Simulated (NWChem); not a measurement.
System: C$_{2}$H$_{4}$FIn; SMILES [InH]([F])[CH]=C

```xyz
8

In    -0.2816     0.3235     0.0000
H     -1.9237     0.8161     0.0000
F      0.9492     1.8659     0.0000
C      0.7691    -1.5290     0.0000
C      0.1536    -2.7175     0.0000
H      1.8655    -1.5011     0.0000
H      0.7157    -3.6605     0.0000
H     -0.9378    -2.8225     0.0000
```
Atoms are numbered in this order, from 1.

All runs: NWChem. The geometry was optimised at PBE0/def2-SVP (def2 core potentials past Kr).

For level TPSS/3-21G, non-relativistic:

- highest occupied level (eV): -6.29
- orbital gap (eV): 4.33
- dipole (D): 2.50

Q: What are these values for level TPSS/STO-3G, non-relativistic?

A: 
| Quantity | Value |
|---|---|
| highest occupied level (eV) | -2.15 |
| orbital gap (eV) | 3.23 |
| dipole (D) | 0.18 |
